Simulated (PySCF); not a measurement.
# Radial density of Pb²⁺ (lead, charge +2)

UHF, [Xe] 4f14 5d10 6s1 6d1, high-spin 3D determinant (an excited configuration). Calculation: PySCF 2.14, in aug-cc-pVTZ-DK3; scalar relativity by spin-free X2C-1e.

```tsv
r (bohr)	4πr²ρ (e/bohr)	4πr²(ρα − ρβ)
0.0157	105.7	0.0001
0.0265	108.9	0.0030
0.0445	153.5	0.0161
0.0749	127.0	-0.0026
0.126	143.0	0.0297
0.212	92.65	0.0045
0.356	97.97	0.0320
0.599	39.08	0.1246
1.01	21.85	-0.0327
1.70	5.661	0.6044
2.85	0.7009	0.5067
4.80	0.2380	0.2376
8.07	0.02395	0.0239
13.6	3.873e-05	0.0000
```

Densities and radii are taken from the X2C orbitals without a picture-change correction, which distorts them close to the nucleus.

Spin-orbit coupling, absent here, splits the open shell strongly. The outer electron is Rydberg-like, and this basis confines it to a smaller radius and binds it less than a complete one would.

Question: Where is the radial spin density 4πr²(ρα − ρβ) most negative, and why is it negative at all?

Answer: Around r = 1.01 bohr, down to -0.0327 e/bohr: exchange with the open shell polarises the paired shells in an unrestricted calculation.
